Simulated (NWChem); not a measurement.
System: CaF$_{2}$; SMILES [F][Ca][F]

Input file for NWChem:

```
start job
memory heap 200 mb stack 900 mb global 1100 mb
geometry units angstroms noautosym nocenter noautoz
  Ca     0.000000     0.000000     0.191953
  F      1.900268     0.000000    -0.416057
  F     -1.900268     0.000000    -0.416057
end
basis spherical
  Ca library def2-svpd
  F library def2-svpd
end
dft
  xc pbe0
  iterations 150
end
property
  response 1 0.0428
end
task dft property
```

Output (shortened):

```
             Northwest Computational Chemistry Package (NWChem) 7.3.0
             --------------------------------------------------------

                             Geometry "geometry" -> ""
                             -------------------------

 Output coordinates in angstroms (scale by  1.889725989 to convert to a.u.)

  No.       Tag          Charge          X              Y              Z
 ---- ---------------- ---------- -------------- -------------- --------------
    1 Ca                  20.0000     0.00000000     0.00000000     0.19195300
    2 F                    9.0000     1.90026800     0.00000000    -0.41605700
    3 F                    9.0000    -1.90026800     0.00000000    -0.41605700

 Effective nuclear repulsion energy (a.u.)     106.7608393585

                              NWChem Property Module
                              ----------------------

                                 NWChem DFT Module
                                 -----------------

 Summary of "ao basis" -> "ao basis" (spherical)
 ------------------------------------------------------------------------------
       Tag                 Description            Shells   Functions and Types
 ---------------- ------------------------------  ------  ---------------------
 Ca                        def2-svpd                11       27   5s4p2d
 F                         def2-svpd                 9       23   4s3p2d

            General Information
            -------------------
          SCF calculation type: DFT
          Wavefunction type:  closed shell.
          No. of atoms     :     3
          No. of electrons :    38
           Alpha electrons :    19
            Beta electrons :    19
          Charge           :     0
          Spin multiplicity:     1
          Use of symmetry is: off; symmetry adaption is: off
          Maximum number of iterations: 150
          AO basis - number of functions:    73
                     number of shells:    29
          Convergence on energy requested:  1.00D-06
          Convergence on density requested:  1.00D-05
          Convergence on gradient requested:  5.00D-04

              XC Information
              --------------
                         PBE0 Method XC Functional
                     Hartree-Fock (Exact) Exchange  0.250
          PerdewBurkeErnzerhof Exchange Functional  0.750
            Perdew 1991 LDA Correlation Functional  1.000 local
           PerdewBurkeErnz. Correlation Functional  1.000 non-local

             Grid Information
             ----------------
          Grid used for XC integration:  medium
          Radial quadrature: Mura-Knowles
          Angular quadrature: Lebedev.
          Tag              B.-S. Rad. Rad. Pts. Rad. Cut. Ang. Pts.
          ---              ---------- --------- --------- ---------
          Ca                  1.80      112          11.0       590
          F                   0.50       49          12.0       434
          Grid pruning is: on
          Number of quadrature shells:   210
          Spatial weights used:  Erf1

      Superposition of Atomic Density Guess
      -------------------------------------

 Sum of atomic energies:        -875.25530713

      Non-variational initial energy
      ------------------------------

 Total energy =    -874.976482
 1-e energy   =   -1416.432120
 2-e energy   =     434.694798
 HOMO         =      -0.654653
 LUMO         =      -0.139935

   convergence    iter        energy       DeltaE   RMS-Dens  Diis-err
 ---------------- ----- ----------------- --------- --------- ---------
 d= 0,ls=0.0,diis     1   -876.6715983464 -9.83D+02  2.51D-02  1.47D+00
 d= 0,ls=0.0,diis     2   -876.1003870652  5.71D-01  1.53D-02  8.39D+00
 d= 0,ls=0.0,diis     3   -876.8407492558 -7.40D-01  7.64D-04  4.40D-03
 d= 0,ls=0.0,diis     4   -876.8410705982 -3.21D-04  2.46D-04  7.10D-04
 d= 0,ls=0.0,diis     5   -876.8411403666 -6.98D-05  6.41D-05  3.26D-05
  Resetting Diis
 d= 0,ls=0.0,diis     6   -876.8411437306 -3.36D-06  7.76D-06  3.54D-07
 d= 0,ls=0.0,diis     7   -876.8411437819 -5.13D-08  1.37D-06  8.60D-09

         Total DFT energy =     -876.841143781947
      One electron energy =    -1422.279143532366
           Coulomb energy =      495.520716597697
    Exchange-Corr. energy =      -56.843556205740
 Nuclear repulsion energy =      106.760839358462

 Numeric. integr. density =       38.000003009155

                       DFT Final Molecular Orbital Analysis
                       ------------------------------------

 Vector   17  Occ=2.000000D+00  E=-3.405103D-01
              MO Center=  2.1D-06, -8.0D-10, -4.1D-01, r^2= 4.1D+00
   Bfn.  Coefficient  Atom+Function         Bfn.  Coefficient  Atom+Function
  ----- ------------  ---------------      ----- ------------  ---------------
    34      0.377804  2 F  pz                57      0.377804  3 F  pz
    37     -0.258290  2 F  pz                60     -0.258290  3 F  pz
    32      0.246555  2 F  px                55     -0.246554  3 F  px
    35     -0.173202  2 F  px                58      0.173201  3 F  px
    11      0.113491  1 Ca pz                40     -0.091191  2 F  pz

 Vector   18  Occ=2.000000D+00  E=-3.404108D-01
              MO Center=  3.0D-06,  7.6D-10, -4.1D-01, r^2= 4.1D+00
   Bfn.  Coefficient  Atom+Function         Bfn.  Coefficient  Atom+Function
  ----- ------------  ---------------      ----- ------------  ---------------
    33      0.451139  2 F  py                56      0.451138  3 F  py
    36     -0.310476  2 F  py                59     -0.310476  3 F  py
    39     -0.103985  2 F  py                62     -0.103985  3 F  py
    10      0.100596  1 Ca py                19      0.039923  1 Ca d -1
     7     -0.030700  1 Ca py                46      0.026153  2 F  d -2

 Vector   19  Occ=2.000000D+00  E=-3.322629D-01
              MO Center=  7.0D-07, -2.6D-11, -4.2D-01, r^2= 4.1D+00
   Bfn.  Coefficient  Atom+Function         Bfn.  Coefficient  Atom+Function
  ----- ------------  ---------------      ----- ------------  ---------------
    34     -0.340112  2 F  pz                57      0.340112  3 F  pz
    32      0.310282  2 F  px                55      0.310282  3 F  px
     9     -0.266555  1 Ca px                37      0.237441  2 F  pz
    60     -0.237441  3 F  pz                35     -0.218882  2 F  px
    58     -0.218882  3 F  px                40      0.083805  2 F  pz

 Vector   20  Occ=0.000000D+00  E=-6.374428D-02
              MO Center= -1.1D-08,  1.6D-09,  1.1D+00, r^2= 5.8D+00
   Bfn.  Coefficient  Atom+Function         Bfn.  Coefficient  Atom+Function
  ----- ------------  ---------------      ----- ------------  ---------------
     4      0.527016  1 Ca s                  5      0.428568  1 Ca s
     3     -0.379642  1 Ca s                 14      0.228182  1 Ca pz
    22     -0.179730  1 Ca d  2              27     -0.159994  1 Ca d  2
    17      0.143609  1 Ca pz                11     -0.111135  1 Ca pz
    20      0.099364  1 Ca d  0              25      0.099546  1 Ca d  0

 Vector   21  Occ=0.000000D+00  E=-3.934084D-03
              MO Center= -6.0D-09, -4.4D-09,  8.4D-01, r^2= 9.1D+00
   Bfn.  Coefficient  Atom+Function         Bfn.  Coefficient  Atom+Function
  ----- ------------  ---------------      ----- ------------  ---------------
    16      0.688766  1 Ca py                19      0.337367  1 Ca d -1
    13      0.332893  1 Ca py                24      0.279544  1 Ca d -1
    10     -0.182138  1 Ca py                39     -0.068868  2 F  py
    62     -0.068868  3 F  py                 7      0.051967  1 Ca py
    33      0.048451  2 F  py                56      0.048451  3 F  py

 Vector   22  Occ=0.000000D+00  E= 2.338157D-03
              MO Center= -2.6D-09, -1.3D-09,  3.4D-01, r^2= 7.9D+00
   Bfn.  Coefficient  Atom+Function         Bfn.  Coefficient  Atom+Function
  ----- ------------  ---------------      ----- ------------  ---------------
    17      0.605607  1 Ca pz                20      0.342941  1 Ca d  0
    22      0.293340  1 Ca d  2              25      0.280073  1 Ca d  0
    27      0.235329  1 Ca d  2              14      0.229652  1 Ca pz
     5     -0.144641  1 Ca s                 11     -0.143163  1 Ca pz
     3      0.099463  1 Ca s                  4     -0.077151  1 Ca s

     Multipole analysis of the density
     ---------------------------------

     L   x y z        total         alpha         beta         nuclear
     -   - - -        -----         -----         ----         -------
     0   0 0 0     -0.000000    -19.000000    -19.000000     38.000000

     1   1 0 0      0.000000      0.000000      0.000000      0.000000
     1   0 1 0     -0.000000     -0.000000     -0.000000      0.000000
     1   0 0 1      1.690139      4.293787      4.293787     -6.897436

     2   2 0 0    -34.128152   -133.120689   -133.120689    232.113225
     2   1 1 0      0.000000      0.000000      0.000000      0.000000
     2   1 0 1     -0.000000     -0.000000     -0.000000      0.000000
     2   0 2 0    -15.482798     -7.741399     -7.741399      0.000000
     2   0 1 1     -0.000000     -0.000000     -0.000000      0.000000
     2   0 0 2    -16.078255    -14.918392    -14.918392     13.758528

 *** CALLING NEW AORESP DRIVER FOR CLOSED AND OPEN SHELLS ***
 Entering AOResponse driver routine

--------------------------------------------------------------------------------

          -----------------------------------------------
          Solving response equations for perturbing field
          -----------------------------------------------

 number of frequencies:     1
 frequency in a.u.:  0.4280000E-01
 Perturbing field: electric
 Using El. Dipole Length Gauge

 Setting up CPKS with frequency omega =      0.04280000 a.u.

                            NWChem Dynamic CPHF Module
                            --------------------------

    scftype = RHF
    nclosed =   19
      nopen =    0
  variables =     2052
  num. vecs =        3
  tolerance =   1.0D-04
  max. iter =   50

 SCF residual:    1.2768492597427827E-004

Iterative solution of linear equations
  No. of variables     2052
  No. of equations        3
  Maximum subspace       30
       Convergence  1.0D-04

   iter   nsub   residual    time
   ----  ------  --------  ---------
     1      3    1.87D+00       4.7
     2      6    2.55D+00       6.6
     3      9    4.68D-01       8.5
     4     12    5.20D-02      10.5
     5     15    8.76D-03      12.4
     6     18    1.26D-03      14.5
     7     21    1.55D-04      16.4
     8     24    2.36D-05      18.3

 Electric Dipole Response Matrix (nonzero elements):

              1        2        3
    1   29.1160  -0.0000  -0.0000
    2   -0.0000  18.4304  -0.0000
    3   -0.0000  -0.0000  18.9842

 ------------------------------------------
 average:        22.17684 + I       0.00000

 DFT Linear Response polarizability / au
 Frequency  =       0.0428000 / au
 Wavelength =    1064.5643224 / nm
              X              Y              Z
 -----------------------------------------------
 X      29.1159747     -0.0000000     -0.0000000
 Y      -0.0000000     18.4303541     -0.0000000
 Z      -0.0000000     -0.0000000     18.9842056
 -----------------------------------------------
 Eigenvalues =      29.1159747     18.4303541     18.9842056
 Isotropic   =      22.1768448
 Anisotropic =      10.4197405
 -----------------------------------------------

 Magnetic Dipole Response Matrix (nonzero elements):

 Exiting AOResponse driver routine
```

Level: PBE0/def2-SVPD. Structure relaxed at the PBE0-D3(BJ)/def2-TZVP level.
